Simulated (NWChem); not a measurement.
A series in which one site is exchanged, each optimised at PBE0/def2-SVP with NWChem, gas phase unless a solvent is named. def2 effective core potentials on Ag, I; no spin-orbit coupling.

A: [Ag][Ag] (Ag2; site = Ag)
B: [Ag][I] (AgI; site = I)
C: [Cl][Ag] (AgCl; site = Cl)
D: [F][Ag] (AgF; site = F)

**Question.** Rank them by lowest singlet excitation, CAM-B3LYP/def2-SVPD, TDA (eV), lowest first.

**Answer.** B (2.76), A (3.27), C (3.32), D (3.55)
